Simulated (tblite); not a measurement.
Compound: C₃H₉PSi.
InChI=1S/C3H9PSi/c1-2-3(5)4-2/h2-4H,1,5H3/t2-,3-/m0/s1

All values are computed: GFN2-xTB (tblite) harmonic vibrations without scaling, gas phase. This tight-binding method is rough: wavenumbers can miss measured ones by several per cent, in bad cases by 10 to 20. Modes of hydrogen on phosphorus and silicon can be 10 to 20 % off.

Harmonic wavenumbers (cm⁻¹): 79.6, 139.6, 183.6, 217.3, 265.6, 346.2, 510.7, 537.4, 620.2, 663.1, 697.0, 767.5, 777.8, 787.6, 805.0, 869.8, 969.7, 984.8, 997.0, 1070.6, 1100.1, 1170.3, 1212.5, 1338.1, 1409.1, 1487.4, 1492.4, 2213.7, 2248.2, 2250.9, 2275.9, 2978.8, 2993.7, 2996.9, 3018.0, 3021.6.

A = 4613, B = 2032, C = 1543 MHz; mass 104.021 u (most abundant isotopes); point group C1, symmetry number 1.

Problem. Zero-point energy?

Solution. ½Σν̃ = 22749 cm⁻¹ = 272.14 kJ/mol.

Problem. Give the ideal-gas entropy at 273.15 K and 1 bar in the rigid-rotor, harmonic-oscillator model (classical rotation).

Solution. Translation 164.96, rotation 113.96, vibration 66.42: S = 345.3 J/(mol K).

Problem. And Cp and H(273.15 K) − H(0)?

Solution. Cp = 116.23 J/(mol K), of which vibrations give 82.97 (their classical limit is 36 R = 299.3); H(273.15 K) − H(0) = 19.56 kJ/mol without the zero-point energy, 10.47 from vibrations.

Problem. Which modes carry the vibrational entropy at 273.15 K?

Solution. 79.6 cm⁻¹: 15.60; 139.6 cm⁻¹: 11.06; 183.6 cm⁻¹: 8.91; 217.3 cm⁻¹: 7.63; 265.6 cm⁻¹: 6.17; 346.2 cm⁻¹: 4.38 J/(mol K); the other 30 give 12.67 together.

Problem. Blend soft modes into free rotors: weight 1/[1 + (100 cm⁻¹/ν̃)⁴] for the oscillator and the rest for a rotor with moment μB/(μ + B), μ = h/(8π²ν), B = 10⁻⁴⁴ kg m². What vibrational entropy results?

Solution. 64.14 J/(mol K) in place of 66.42, which changes −T·S at 273.15 K by +0.62 kJ/mol.

Problem. What must be added to the electronic energy to get the Gibbs energy at 273.15 K and 1 bar?

Solution. ZPE + [H(273.15 K) − H(0)] − T·S = 272.14 + 19.56 − 94.33 = 197.37 kJ/mol.

Problem. How do the functions run with temperature in this model?

Solution. 
```tsv
T (K)	S (J/(mol K))	Cp (J/(mol K))	H − H(0) (kJ/mol)	G − H(0) (kJ/mol)	ln q(vib)
100	262.1	60.4	4.43	-21.79	0.68
200	313.2	91.2	11.97	-50.67	2.17
300	356.7	125.3	22.80	-84.20	3.83
500	434.6	181.2	53.81	-163.51	7.37
800	532.2	233.4	116.70	-309.07	12.62
1000	586.8	255.9	165.75	-421.09	15.91
```

q(vib) and H(0) count from the zero-point level.

Hindered rotation and anharmonicity are outside this model. The structure is chiral; the term R ln 2 for an equal mix with its mirror image is left out.

Run on x86-64 server, one thread, on a shared host. This covers the Hessian and the dipole derivatives.
